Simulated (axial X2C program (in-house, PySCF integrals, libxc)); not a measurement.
## NaGa⁻: cheaper levels and CCSD(T), 2c

Computed with an axial X2C code built on PySCF integrals. Two-component (2c) means X2C with spin–orbit coupling and atomic mean-field two-electron Coulomb and Gaunt terms. Basis: Ga dyall-acv3z [10s10p8d5f1g], Na dyall-av3z [10s9p5d2f] (cores contracted in-house); Gaussian nuclei, density fitting, unrestricted open shells. Masses: Ga 68.926 u, Na 22.990 u.

State: Ω = 1/2 (⟨Sz⟩ = -0.50, ⟨Lz⟩ = 1.00 at HF); fragments Ga + Na-.

| level | Re (Å) | ωe (cm⁻¹) |
| --- | --- | --- |
| PBE0 | 3.147 | 121.1 |
| HF | 3.272 | 112.9 |
| CCSD | 3.212 | 121.3 |
| TPSS | 3.152 | 119.7 |

Correlated methods: 5 electrons correlated (number of frozen shells: Ga 3 s, 2 p, 1 d; Na 2 s, 1 p), 331 virtual spin orbitals or spinors in MP2, 82 natural virtuals in coupled cluster.

CCSD(T), same Hamiltonian and basis:

Re = 3.206 Å, ωe = 122.6 cm⁻¹; T1 = 0.059 (Lee–Taylor normalisation).

**Question.** Give the differences from CCSD(T) in the columns below.

**Answer.** 

```json
{"level": "PBE0", "ΔRe (Å)": "-0.059", "Δωe (cm⁻¹)": "-1.5"}
{"level": "HF", "ΔRe (Å)": "0.066", "Δωe (cm⁻¹)": "-9.7"}
{"level": "CCSD", "ΔRe (Å)": "0.006", "Δωe (cm⁻¹)": "-1.3"}
{"level": "TPSS", "ΔRe (Å)": "-0.054", "Δωe (cm⁻¹)": "-2.9"}
```

The state is one determinant whose occupation by symmetry is held fixed; it was picked as the lowest of a PBE0 search that is not exhaustive. De is not given where an atomic determinant may have missed its ground term or J level, or where the truncated virtual space spoils (T). Density functionals use the spin component along the axis (collinear). CCSD and (T) use frozen natural virtuals with an MP2 correction for the truncation; (T) itself is uncorrected, so its De runs slightly low. PBE0 can misorder states that lie within some tenths of an eV, so this need not be the ground state of the molecule. The nearest other 2c determinant of the search, Ω = 3/2, lies 0.05 eV up at the distance of the search. The functionals have no current-density term, which raises determinants with orbital currents, atoms included. The atomic limit has a lower orbital projection than the molecule and lies lower at mean-field level, so De may be about a tenth of an eV too small. The highest occupied level of some functionals is positive through self-interaction error; at Hartree–Fock it is bound. The determinant is spin-polarised beyond a pure state at some levels (its spin-free form has ⟨S²⟩ too high), which makes Re and μ there less reliable. The T1 diagnostic is large, a sign of multireference character. With the outer-core shells frozen, correlated bond lengths of heavy atoms tend to come out a few hundredths of an ångström too long.
